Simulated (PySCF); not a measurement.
Isomers of C3H5F3Si, mass 126.011 u with the commonest isotopes. Method used: PBE0-D3(BJ)/def2-SVP geometry optimisation, gas phase in PySCF 2.14.0. One conformer each, none proved a minimum here; rigid rotors.

Task: Order these by rotational constant A, smallest first.
A. `FC(F)(F)[C@H]1C[SiH2]1`
B. `[CH2:1]=[CH:2][CH2:3][Si:4]([F:5])([F:6])[F:7]` with C1–C2–C3–Si4 -105°
C. `[F:1][CH2:2]/[C:3]([F:4])=[C:5](\[F:6])[SiH3:7]` with F1–C2–C3–F4 65°
D. `C=C([SiH3])C(F)(F)F`
E. `[F:1][CH:2]([F:3])[C@@:4]1([F:5])[CH2:6][SiH2:7]1` with F1–C2–C4–F5 67°

Result: E (2910 MHz), D (3186 MHz), B (3531 MHz), C (3687 MHz), A (3919 MHz).

Task: Order these by dipole moment, smallest first.
A. `C=C([SiH3])C(F)(F)F`
B. `[CH2:1]=[CH:2][CH2:3][Si:4]([F:5])([F:6])[F:7]` with C1–C2–C3–Si4 -105°
C. `FC(F)(F)[C@@H]1[SiH2]C1`
D. `[F:1][CH2:2]/[C:3]([F:4])=[C:5](\[F:6])[SiH3:7]` with F1–C2–C3–F4 65°
E. `[F:1][CH:2]([F:3])[C@@:4]1([F:5])[CH2:6][SiH2:7]1` with F1–C2–C4–F5 67°

Result: D (1.58 D), E (1.83 D), A (2.15 D), B (2.39 D), C (2.55 D).

Task: Order these by radius of gyration √(Σ m r²/M), largest first.
A. `[F:1][CH2:2]/[C:3]([F:4])=[C:5](\[F:6])[SiH3:7]` with F1–C2–C3–F4 65°
B. `[F:1][CH:2]([F:3])[C@@:4]1([F:5])[CH2:6][SiH2:7]1` with F1–C2–C4–F5 67°
C. `C=C([SiH3])C(F)(F)F`
D. `FC(F)(F)[C@H]1C[SiH2]1`
E. `[CH2:1]=[CH:2][CH2:3][Si:4]([F:5])([F:6])[F:7]` with C1–C2–C3–Si4 -105°

Result: A (2.035 Å), E (1.888 Å), C (1.817 Å), D (1.798 Å), B (1.760 Å).

```
                SMILES  point group  Ia (u·Å²)  Ib (u·Å²)  Ic (u·Å²)      κ  μa (D)  μb (D)  μc (D)
FC(F)[C@@]1(F)C[SiH2]1           C1     173.65     274.55     332.56  -0.54    1.41    0.70    0.93
   FC/C(F)=C(\F)[SiH3]           C1     137.05     401.94     504.45  -0.81    0.89    0.26    1.28
FC(F)(F)[C@H]1C[SiH2]1           C1     128.96     328.76     356.78  -0.90    2.44    0.34    0.63
       C=CC[Si](F)(F)F           C1     143.11     375.02     380.52  -0.98    1.97    0.64    1.20
   C=C([SiH3])C(F)(F)F      near Cs     158.63     304.20     368.98  -0.68    1.47    1.57    0.01
```
